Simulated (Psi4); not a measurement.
Psi4 input (wB97X-D/6-311+G**):

```
memory 1500 MB

molecule {
0 2
B    -0.75292700   -0.03938200   -0.04068500
N     0.69916700   -0.00105000   -0.01098700
H    -1.23341100   -0.71105700   -0.90474800
H    -1.20904300    1.12392400    0.06210000
H    -1.19454400   -0.24122000    1.11522400
H     1.22013600    0.53055200    0.67094600
H     1.28732600   -0.49793800   -0.66319000
symmetry c1
no_reorient
no_com
}

set {
  basis 6-311+G**
  reference uks
  scf_type pk
  dft_radial_points 99
  dft_spherical_points 590
  e_convergence 1e-8
  d_convergence 1e-7
  maxiter 150
}

e = energy('wb97x-d')
print_out(f'\nFINAL {e:.10f} DIPOLE {variable("CURRENT DIPOLE")[0]:.6f} {variable("CURRENT DIPOLE")[1]:.6f} {variable("CURRENT DIPOLE")[2]:.6f}\n')
```

From the output:

```
  HONO-1 :    8  A 1.9974543
  HONO-0 :    9  A 1.0000000
  LUNO+0 :   10  A 0.0025457
  LUNO+1 :   11  A 0.0008445
  LUNO+2 :   12  A 0.0002461
  LUNO+3 :   13  A 0.0001020

Computation Completed

Properties will be evaluated at   0.000000,   0.000000,   0.000000 [a0]

Properties computed using the SCF density matrix

 Multipole Moments:

 ------------------------------------------------------------------------------------
     Multipole            Electronic (a.u.)      Nuclear  (a.u.)        Total (a.u.)
 ------------------------------------------------------------------------------------

 L = 1.  Multiply by 2.5417464519 to convert [e a0] to [Debye]
 Dipole X            :          1.0832443           -0.0000038            1.0832405
 Dipole Y            :          0.1275898            0.0000019            0.1275917
 Dipole Z            :          0.1504855           -0.0000038            0.1504817
 Magnitude           :                                                    1.1010606

 ------------------------------------------------------------------------------------

FINAL -82.5557388126 DIPOLE 1.083240 0.127592 0.150482

*** Psi4 exiting successfully. Buy a developer a beer!
```

The geometry given is a B3LYP-D3(BJ)/def2-TZVP minimum.
